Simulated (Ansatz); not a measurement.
A structure relaxed at PBE-D4/def2-SVP in Ansatz, charge 0, singlet:

Cartesian coordinates in Å:
```
Si 0.877 1.297 -0.447
C -0.428 0.093 0.187
C 0.099 -0.707 1.390
C -0.936 -0.809 -0.950
H -1.258 0.757 0.525
H 0.431 -0.044 2.214
H 0.960 -1.344 1.098
H -0.694 -1.375 1.786
H -1.745 -1.474 -0.581
H -1.339 -0.219 -1.797
H -0.122 -1.453 -1.340
Cl 1.537 2.543 1.072
Cl 0.109 2.480 -1.966
Cl 2.509 0.255 -1.191
```

Problem. Give its formula, name or SMILES and point group.

Solution. Si(iPr)Cl3 (C3H7Cl3Si). Point group Cs (tolerance 0.1 Å).

Problem. Summarise the bond lengths by kind (pairs closer than 1.2 times the sum of covalent radii, bridged metal pairs left out).

Solution. 3 × Cl–Si 2.07 Å; 2 × C–C 1.54 Å; 1 × C–Si 1.88 Å; 7 × C–H 1.11 Å.
